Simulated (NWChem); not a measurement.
System: Hg

Excerpt of the output:

```
             Northwest Computational Chemistry Package (NWChem) 7.3.0
             --------------------------------------------------------

                             Geometry "geometry" -> ""
                             -------------------------

 Output coordinates in angstroms (scale by  1.889725989 to convert to a.u.)

  No.       Tag          Charge          X              Y              Z
 ---- ---------------- ---------- -------------- -------------- --------------
    1 Hg                  80.0000     0.00000000     0.00000000     0.00000000

 Effective nuclear repulsion energy (a.u.)       0.0000000000

                                 NWChem DFT Module
                                 -----------------

 Summary of "ao basis" -> "ao basis" (spherical)
 ------------------------------------------------------------------------------
       Tag                 Description            Shells   Functions and Types
 ---------------- ------------------------------  ------  ---------------------
 Hg                        def2-svpd                13       35   6s4p2d1f

            General Information
            -------------------
          SCF calculation type: DFT
          Wavefunction type:  closed shell.
          No. of atoms     :     1
          No. of electrons :    20
           Alpha electrons :    10
            Beta electrons :    10
          Charge           :     0
          Spin multiplicity:     1
          Use of symmetry is: off; symmetry adaption is: off
          Maximum number of iterations: 150
          AO basis - number of functions:    35
                     number of shells:    13
          Convergence on energy requested:  1.00D-06
          Convergence on density requested:  1.00D-05
          Convergence on gradient requested:  5.00D-04

              XC Information
              --------------
                         PBE0 Method XC Functional
                     Hartree-Fock (Exact) Exchange  0.250
          PerdewBurkeErnzerhof Exchange Functional  0.750
            Perdew 1991 LDA Correlation Functional  1.000 local
           PerdewBurkeErnz. Correlation Functional  1.000 non-local

             Grid Information
             ----------------
          Grid used for XC integration:  medium
          Radial quadrature: Mura-Knowles
          Angular quadrature: Lebedev.
          Tag              B.-S. Rad. Rad. Pts. Rad. Cut. Ang. Pts.
          ---              ---------- --------- --------- ---------
          Hg                  1.50      123           6.0       590
          Grid pruning is: on
          Number of quadrature shells:   123
          Spatial weights used:  Erf1

      Superposition of Atomic Density Guess
      -------------------------------------

 Sum of atomic energies:        -174.14429382

      Non-variational initial energy
      ------------------------------

 Total energy =    -152.550406
 1-e energy   =    -270.139560
 2-e energy   =     117.589154
 HOMO         =      -0.326543
 LUMO         =       0.080604

   convergence    iter        energy       DeltaE   RMS-Dens  Diis-err
 ---------------- ----- ----------------- --------- --------- ---------
 d= 0,ls=0.0,diis     1   -153.5013690667 -1.54D+02  1.84D-02  7.30D-02
 d= 0,ls=0.0,diis     2   -153.5099815031 -8.61D-03  4.02D-03  1.37D-03
 d= 0,ls=0.0,diis     3   -153.5100372720 -5.58D-05  9.72D-04  1.10D-03
 d= 0,ls=0.0,diis     4   -153.5101505117 -1.13D-04  5.97D-05  2.78D-07
 d= 0,ls=0.0,diis     5   -153.5101505744 -6.27D-08  1.66D-06  3.18D-09

         Total DFT energy =     -153.510150574406
      One electron energy =     -270.147114241885
           Coulomb energy =      130.553641779259
    Exchange-Corr. energy =      -13.916678111780
 Nuclear repulsion energy =        0.000000000000

 Numeric. integr. density =       20.000000043818

                       DFT Final Molecular Orbital Analysis
                       ------------------------------------

 Vector    8  Occ=2.000000D+00  E=-4.300944D-01
              MO Center= -4.5D-11,  1.3D-11,  1.3D-11, r^2= 7.4D-01
   Bfn.  Coefficient  Atom+Function         Bfn.  Coefficient  Atom+Function
  ----- ------------  ---------------      ----- ------------  ---------------
    23      0.614994  1 Hg d  2              20      0.483096  1 Hg d -1
    22      0.409942  1 Hg d  1              28      0.133013  1 Hg d  2
    21     -0.128000  1 Hg d  0              25      0.104485  1 Hg d -1
    19      0.095804  1 Hg d -2              27      0.088664  1 Hg d  1
    26     -0.027684  1 Hg d  0

 Vector    9  Occ=2.000000D+00  E=-4.300944D-01
              MO Center= -7.4D-12, -1.1D-13,  3.1D-12, r^2= 7.4D-01
   Bfn.  Coefficient  Atom+Function         Bfn.  Coefficient  Atom+Function
  ----- ------------  ---------------      ----- ------------  ---------------
    21      0.880517  1 Hg d  0              26      0.190441  1 Hg d  0
    23      0.160510  1 Hg d  2              22      0.060409  1 Hg d  1
    28      0.034716  1 Hg d  2

 Vector   10  Occ=2.000000D+00  E=-2.763622D-01
              MO Center= -6.3D-10,  6.8D-14,  5.1D-13, r^2= 2.4D+00
   Bfn.  Coefficient  Atom+Function         Bfn.  Coefficient  Atom+Function
  ----- ------------  ---------------      ----- ------------  ---------------
     5      0.770805  1 Hg s                  3     -0.614056  1 Hg s
     6      0.440124  1 Hg s                  2      0.412808  1 Hg s
     1     -0.180885  1 Hg s                  4     -0.166746  1 Hg s

 Vector   11  Occ=0.000000D+00  E=-4.055751D-04
              MO Center= -2.0D-10,  2.8D-13,  7.8D-13, r^2= 4.9D+00
   Bfn.  Coefficient  Atom+Function         Bfn.  Coefficient  Atom+Function
  ----- ------------  ---------------      ----- ------------  ---------------
    14      0.953335  1 Hg py                 8     -0.247146  1 Hg py
    15      0.143464  1 Hg pz                11      0.068834  1 Hg py
     9     -0.037192  1 Hg pz                17      0.025869  1 Hg py

 Vector   12  Occ=0.000000D+00  E=-4.055751D-04
              MO Center= -2.0D-10,  9.4D-13, -6.0D-14, r^2= 4.9D+00
   Bfn.  Coefficient  Atom+Function         Bfn.  Coefficient  Atom+Function
  ----- ------------  ---------------      ----- ------------  ---------------
    15      0.953335  1 Hg pz                 9     -0.247146  1 Hg pz
    14     -0.143464  1 Hg py                12      0.068834  1 Hg pz
     8      0.037192  1 Hg py                18      0.025869  1 Hg pz

 Vector   13  Occ=0.000000D+00  E=-4.055750D-04
              MO Center= -1.4D-09,  1.7D-13,  1.5D-12, r^2= 4.9D+00
   Bfn.  Coefficient  Atom+Function         Bfn.  Coefficient  Atom+Function
  ----- ------------  ---------------      ----- ------------  ---------------
    13      0.964069  1 Hg px                 7     -0.249928  1 Hg px
    10      0.069610  1 Hg px                16      0.026160  1 Hg px

                                 NWChem DFT Module
                                 -----------------

            General Information
            -------------------
          SCF calculation type: DFT
          Wavefunction type:  spin polarized.
          No. of atoms     :     1
          No. of electrons :    19
           Alpha electrons :    10
            Beta electrons :     9
          Charge           :     1
          Spin multiplicity:     2
          Use of symmetry is: off; symmetry adaption is: off
          Maximum number of iterations: 150
          AO basis - number of functions:    35
                     number of shells:    13
          Convergence on energy requested:  1.00D-06
          Convergence on density requested:  1.00D-05
          Convergence on gradient requested:  5.00D-04

              XC Information
              --------------
                         PBE0 Method XC Functional
                     Hartree-Fock (Exact) Exchange  0.250
          PerdewBurkeErnzerhof Exchange Functional  0.750
            Perdew 1991 LDA Correlation Functional  1.000 local
           PerdewBurkeErnz. Correlation Functional  1.000 non-local

             Grid Information
             ----------------
          Grid used for XC integration:  medium
          Radial quadrature: Mura-Knowles
          Angular quadrature: Lebedev.
          Tag              B.-S. Rad. Rad. Pts. Rad. Cut. Ang. Pts.
          ---              ---------- --------- --------- ---------
          Hg                  1.50      123           6.0       590
          Grid pruning is: on
          Number of quadrature shells:   123
          Spatial weights used:  Erf1

      Superposition of Atomic Density Guess
      -------------------------------------

 Sum of atomic energies:        -174.14429382

 Renormalizing density from      20.00 to     19

      Non-variational initial energy
      ------------------------------

 Total energy =    -150.508370
 1-e energy   =    -256.632582
 2-e energy   =     106.124211
 HOMO         =      -0.711243
 LUMO         =      -0.200714

   convergence    iter        energy       DeltaE   RMS-Dens  Diis-err
 ---------------- ----- ----------------- --------- --------- ---------
 d= 0,ls=0.0,diis     1   -153.0630941724 -1.53D+02  1.80D-02  1.65D-01
                                                     1.27D-02  1.28D-01
 d= 0,ls=0.0,diis     2   -153.0901329258 -2.70D-02  1.05D-02  1.28D-01
                                                     5.78D-03  1.20D-01
 d= 0,ls=0.0,diis     3   -153.1365812509 -4.64D-02  9.20D-04  6.68D-05
                                                     2.08D-04  9.47D-05
 d= 0,ls=0.0,diis     4   -153.1366163259 -3.51D-05  6.06D-05  8.97D-08
                                                     1.02D-05  1.16D-07
 d= 0,ls=0.0,diis     5   -153.1366164470 -1.21D-07  3.60D-06  8.44D-09
                                                     2.14D-07  6.49D-10

         Total DFT energy =     -153.136616447002
      One electron energy =     -263.512538470186
           Coulomb energy =      124.085826569965
    Exchange-Corr. energy =      -13.709904546781
 Nuclear repulsion energy =        0.000000000000

 Numeric. integr. density =       19.000000006634

                    DFT Final Alpha Molecular Orbital Analysis
                    ------------------------------------------

 Vector    8  Occ=1.000000D+00  E=-7.669804D-01
              MO Center= -2.1D-15,  2.6D-14,  3.9D-14, r^2= 7.2D-01
   Bfn.  Coefficient  Atom+Function         Bfn.  Coefficient  Atom+Function
  ----- ------------  ---------------      ----- ------------  ---------------
    19      0.669366  1 Hg d -2              20      0.453709  1 Hg d -1
    22     -0.268531  1 Hg d  1              23     -0.231798  1 Hg d  2
    21      0.208636  1 Hg d  0              24      0.130896  1 Hg d -2
    25      0.088724  1 Hg d -1              27     -0.052512  1 Hg d  1
    28     -0.045329  1 Hg d  2              26      0.040799  1 Hg d  0

 Vector    9  Occ=1.000000D+00  E=-7.669804D-01
              MO Center= -1.3D-14, -4.0D-14,  5.1D-14, r^2= 7.2D-01
   Bfn.  Coefficient  Atom+Function         Bfn.  Coefficient  Atom+Function
  ----- ------------  ---------------      ----- ------------  ---------------
    23      0.766744  1 Hg d  2              21     -0.343992  1 Hg d  0
    20      0.297011  1 Hg d -1              19      0.169741  1 Hg d -2
    28      0.149939  1 Hg d  2              26     -0.067269  1 Hg d  0
    25      0.058081  1 Hg d -1              24      0.033193  1 Hg d -2

 Vector   10  Occ=1.000000D+00  E=-5.834258D-01
              MO Center=  2.2D-14,  2.9D-14, -1.9D-14, r^2= 2.0D+00
   Bfn.  Coefficient  Atom+Function         Bfn.  Coefficient  Atom+Function
  ----- ------------  ---------------      ----- ------------  ---------------
     5      0.990288  1 Hg s                  3     -0.670762  1 Hg s
     2      0.450350  1 Hg s                  6      0.242107  1 Hg s
     1     -0.197294  1 Hg s                  4     -0.195199  1 Hg s

 Vector   11  Occ=0.000000D+00  E=-2.504616D-01
              MO Center=  1.2D-13, -3.1D-13,  1.4D-13, r^2= 3.9D+00
   Bfn.  Coefficient  Atom+Function         Bfn.  Coefficient  Atom+Function
  ----- ------------  ---------------      ----- ------------  ---------------
    14      0.477538  1 Hg py                13     -0.426275  1 Hg px
    17      0.320829  1 Hg py                16     -0.286389  1 Hg px
     8     -0.229974  1 Hg py                 7      0.205287  1 Hg px
    15     -0.070205  1 Hg pz                18     -0.047167  1 Hg pz
     9      0.033810  1 Hg pz

 Vector   12  Occ=0.000000D+00  E=-2.504616D-01
              MO Center=  9.7D-15, -1.6D-14,  1.2D-14, r^2= 3.9D+00
   Bfn.  Coefficient  Atom+Function         Bfn.  Coefficient  Atom+Function
  ----- ------------  ---------------      ----- ------------  ---------------
    15      0.492644  1 Hg pz                13     -0.342722  1 Hg px
    18      0.330978  1 Hg pz                 9     -0.237249  1 Hg pz
    14     -0.233505  1 Hg py                16     -0.230255  1 Hg px
     7      0.165049  1 Hg px                17     -0.156878  1 Hg py
     8      0.112452  1 Hg py

 Vector   13  Occ=0.000000D+00  E=-2.504616D-01
              MO Center=  1.7D-14, -1.5D-15, -4.0D-15, r^2= 3.9D+00
   Bfn.  Coefficient  Atom+Function         Bfn.  Coefficient  Atom+Function
  ----- ------------  ---------------      ----- ------------  ---------------
    15      0.408723  1 Hg pz                14      0.363475  1 Hg py
    13      0.339871  1 Hg px                18      0.274597  1 Hg pz
    17      0.244197  1 Hg py                16      0.228339  1 Hg px
     9     -0.196834  1 Hg pz                 8     -0.175044  1 Hg py
     7     -0.163677  1 Hg px

                     DFT Final Beta Molecular Orbital Analysis
                     -----------------------------------------

 Vector    7  Occ=1.000000D+00  E=-7.545568D-01
              MO Center= -5.6D-15, -9.4D-15, -4.6D-15, r^2= 7.1D-01
   Bfn.  Coefficient  Atom+Function         Bfn.  Coefficient  Atom+Function
  ----- ------------  ---------------      ----- ------------  ---------------
    19      0.740111  1 Hg d -2              20      0.462354  1 Hg d -1
    23     -0.236960  1 Hg d  2              24      0.132168  1 Hg d -2
    21     -0.106604  1 Hg d  0              22     -0.095770  1 Hg d  1
    25      0.082566  1 Hg d -1              28     -0.042316  1 Hg d  2

 Vector    8  Occ=1.000000D+00  E=-7.545568D-01
              MO Center= -3.0D-15,  9.0D-15,  1.4D-14, r^2= 7.1D-01
   Bfn.  Coefficient  Atom+Function         Bfn.  Coefficient  Atom+Function
  ----- ------------  ---------------      ----- ------------  ---------------
    21      0.714244  1 Hg d  0              20      0.461981  1 Hg d -1
    22      0.307467  1 Hg d  1              26      0.127548  1 Hg d  0
    19     -0.123756  1 Hg d -2              25      0.082500  1 Hg d -1
    23      0.069289  1 Hg d  2              27      0.054907  1 Hg d  1

 Vector    9  Occ=1.000000D+00  E=-7.545568D-01
              MO Center=  2.7D-15, -3.4D-14,  8.1D-15, r^2= 7.1D-01
   Bfn.  Coefficient  Atom+Function         Bfn.  Coefficient  Atom+Function
  ----- ------------  ---------------      ----- ------------  ---------------
    23      0.828844  1 Hg d  2              21     -0.264046  1 Hg d  0
    20      0.213246  1 Hg d -1              22      0.151983  1 Hg d  1
    28      0.148013  1 Hg d  2              19      0.113787  1 Hg d -2
    26     -0.047153  1 Hg d  0              25      0.038081  1 Hg d -1
    27      0.027141  1 Hg d  1

[...]
```

Level: PBE0/def2-SVPD with def2 effective core potentials on Hg, vertical spin-unrestricted ions. def2 effective core potentials on Hg; no spin-orbit coupling.

### Question
Reconstruct the input file.

### Answer
One answer among several that fit: the input that was run:
```
start job
memory heap 200 mb stack 900 mb global 1100 mb
geometry units angstroms noautosym nocenter noautoz
  Hg     0.000000     0.000000     0.000000
end
basis spherical
  * library def2-svpd
end
ecp
  Hg library def2-ecp
end
dft
  xc pbe0
  iterations 150
  vectors input atomic output neutral.movecs
end
task dft energy
charge 1
dft
  odft
  mult 2
  vectors input atomic output cation.movecs
end
task dft energy
```
